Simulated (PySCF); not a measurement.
A structure optimised at PBE-D3(BJ)/def2-SVP, used in a PySCF frequency run:

```xyz
13

O      2.4169     0.6087     0.2035
C      1.4361    -0.1311    -0.5030
C      0.1326    -0.2874     0.2531
C     -0.7425     0.9291     0.5270
C     -1.1916    -0.1242    -0.4377
F     -2.2226    -0.9496    -0.0696
H      2.5633     0.1528     1.0525
H      1.8078    -1.1406    -0.8100
H      1.2529     0.4352    -1.4413
H      0.1282    -1.0528     1.0497
H     -0.4143     1.9056     0.1368
H     -1.2663     0.9642     1.4943
H     -1.2105     0.0949    -1.5209
```

Q: Write its SMILES and formula.

A: OC[C@H]1C[C@@H]1F, C₄H₇FO

Q: What are its rotational constants (standard atomic weights)?

A: 10.129, 1.8285, 1.6947 GHz
